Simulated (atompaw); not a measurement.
# u(r) = r·R(r): atom against pseudo-atom (boron)

Columns: radius, all-electron u(r) and pseudo u(r) of the 2s shell (level -9.44 eV) of boron in the configuration [He] 2s2 2p1; PBE, non-relativistic, PAW (atompaw) scheme, atompaw 4.2.0.5.

| r (bohr) | all-electron | pseudo |
| --- | --- | --- |
| 0.115 | 0.2846 | -0.0917 |
| 0.231 | 0.2825 | -0.1826 |
| 0.346 | 0.1610 | -0.2698 |
| 0.462 | -0.0014 | -0.3533 |
| 0.577 | -0.1639 | -0.4304 |
| 0.692 | -0.3105 | -0.5006 |
| 0.808 | -0.4354 | -0.5634 |
| 0.923 | -0.5360 | -0.6168 |
| 1.038 | -0.6137 | -0.6608 |
| 1.154 | -0.6705 | -0.6951 |
| 1.269 | -0.7078 | -0.7191 |
| 1.385 | -0.7290 | -0.7332 |
| 1.500 | -0.7365 | -0.7376 |
| 1.615 | -0.7330 | -0.7331 |
| 1.731 | -0.7207 | -0.7207 |
| 1.846 | -0.7017 | -0.7017 |
| 1.962 | -0.6775 | -0.6775 |
| 2.077 | -0.6499 | -0.6499 |
| 2.192 | -0.6199 | -0.6199 |
| 2.308 | -0.5880 | -0.5880 |
| 2.423 | -0.5557 | -0.5557 |
| 2.538 | -0.5233 | -0.5233 |
| 2.654 | -0.4909 | -0.4909 |
| 2.769 | -0.4595 | -0.4595 |
| 2.885 | -0.4288 | -0.4288 |
| 3.000 | -0.3996 | -0.3996 |

**Question.** How many radial nodes do the two functions have?

**Answer.** The all-electron 2s function has n − l − 1 = 1; the pseudo-wave has 0, since the states of the same l below it are removed with the core.

**Question.** At about which radius was the pseudo-wave matched?

**Answer.** 1.80 bohr. The columns agree to 0.0005 from 1.61 bohr on; several derivatives are matched, so the curves merge somewhat inside the radius.

**Question.** Is the pseudo-wave norm-conserving?

**Answer.** No, it belongs to a PAW set: the norm inside the radius is not constrained, and the difference is carried by the augmentation charge.
